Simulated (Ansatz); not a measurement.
The cluster Sn3F4⁺, 7 atoms. Hardware: 4 threads of Arm Neoverse V1 on a shared host.

In the def2 sets Sn takes a core potential; there is no spin–orbit coupling. Correlated methods freeze 16 core orbitals; core or outer-core shells of Sn are correlated, in sets that lack core-valence functions.

**Question.** How many basis functions does each of these Ansatz runs have, and roughly what does it cost? ωB97M-V/def2-TZVP, charge 1 doublet, energy, from earlier orbitals; PBE-D4/def2-SVP, charge 1 doublet, energy with a search over starts; PBE-D4/def2-SVP, charge 1 doublet, energy, from earlier orbitals; r2SCAN-D4/def2-SVP, charge 1 doublet, relaxation, 6 steps; PBE0-D4/def2-SVP, charge 1 doublet, energy, from earlier orbitals; r2SCAN-D4/def2-TZVP, charge 1 doublet, energy, from earlier orbitals; CCSD(T)/def2-SVP, charge 1 doublet, energy, from earlier orbitals; PBE-D4/def2-TZVP, charge 1 doublet, energy and forces, from earlier orbitals; HSE06-D4/def2-TZVP, charge 1 doublet, energy, from earlier orbitals; PBE0-D4/def2-TZVP, charge 1 doublet, energy, from earlier orbitals; B2PLYP/def2-TZVP, charge 1 doublet, energy, from earlier orbitals; MP2/def2-TZVP, charge 1 doublet, energy, from earlier orbitals.

**Answer.** Other jobs shared the machine, so times can vary by a factor of up to 3. A dash marks memory too small to be measured apart from the calling script's.

```csv
run,functions,fitting or Cholesky vectors,wall time,peak host memory (GiB)
"PBE-D4/def2-SVP, charge 1 doublet, energy, from earlier orbitals",134,1465,2.9 s,–
"PBE0-D4/def2-SVP, charge 1 doublet, energy, from earlier orbitals",134,1536,4.9 s,0.66
"PBE-D4/def2-SVP, charge 1 doublet, energy with a search over starts",134,1465,4.9 s,–
"PBE-D4/def2-TZVP, charge 1 doublet, energy and forces, from earlier orbitals",274,1788,8.5 s,–
"r2SCAN-D4/def2-TZVP, charge 1 doublet, energy, from earlier orbitals",274,1788,20 s,0.64
"HSE06-D4/def2-TZVP, charge 1 doublet, energy, from earlier orbitals",274,2007,21 s,1.5
"PBE0-D4/def2-TZVP, charge 1 doublet, energy, from earlier orbitals",274,2007,21 s,1.4
"MP2/def2-TZVP, charge 1 doublet, energy, from earlier orbitals",274,2266,23 s,1.3
"B2PLYP/def2-TZVP, charge 1 doublet, energy, from earlier orbitals",274,2266,27 s,1.4
"r2SCAN-D4/def2-SVP, charge 1 doublet, relaxation, 6 steps",134,1465,30 s,–
"ωB97M-V/def2-TZVP, charge 1 doublet, energy, from earlier orbitals",274,1920,44 s,2
"CCSD(T)/def2-SVP, charge 1 doublet, energy, from earlier orbitals",134,1536,4.5 min,3.5
```
